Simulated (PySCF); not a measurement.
**Relaxation of singlet [ReN2]-**

All numbers come from PBE0/[Re def2-SVPD with ECP60, N def2-SVPD], scalar-relativistic core potentials, density fitting, no spin–orbit coupling, PySCF. A (50,194) grid was used.

A hand-made bent start, of C2v symmetry, held to at least that symmetry:

Coordinates in bohr (charge -1 multiplicity 1):
```
Re    0.0000    0.0000   -0.2528
N     2.7709    0.0000    1.6874
N    -2.7709    0.0000    1.6874
```

At each step, columns x, y, z (Å) and Fx, Fy, Fz (eV/Å):

```
step 0  E − E(last) = 60.18 kJ/mol
Re   0.000   0.000  -0.134   0.000   0.000   4.821
N    1.466   0.000   0.893  -4.299   0.000  -2.410
N   -1.466   0.000   0.893   4.299   0.000  -2.410
step 1  E − E(last) = 8.19 kJ/mol
Re   0.000   0.000  -0.098   0.000   0.000  -3.184
N    1.347   0.000   0.875   0.913   0.000   1.592
N   -1.347   0.000   0.875  -0.913   0.000   1.592
step 2  E − E(last) = 3.36 kJ/mol
Re   0.000   0.000  -0.173   0.000   0.000   1.693
N    1.299   0.000   0.912  -0.126   0.000  -0.847
N   -1.299   0.000   0.912   0.126   0.000  -0.847
step 3  E − E(last) = 0.07 kJ/mol
Re   0.000   0.000  -0.140  -0.001   0.000   0.085
N    1.331   0.000   0.896  -0.149   0.000  -0.043
N   -1.331   0.000   0.896   0.150   0.000  -0.043
step 4  E − E(last) = 0.00 kJ/mol
Re   0.000   0.000  -0.142   0.000   0.000  -0.068
N    1.324   0.000   0.897   0.046   0.000   0.034
N   -1.324   0.000   0.897  -0.046   0.000   0.034
step 5  E − E(last) = 0.00 kJ/mol
Re   0.000   0.000  -0.142   0.000   0.000   0.002
N    1.325   0.000   0.897  -0.001   0.000  -0.001
N   -1.325   0.000   0.897   0.001   0.000  -0.001
```

It ends at C2v with Re–N 1.684 Å (×2); N–Re–N 103.9° (after a last refinement on a finer grid). A frequency run shows a minimum. Other isomers or separated fragments may lie lower.

With an element this heavy the missing spin–orbit coupling can shift these numbers.
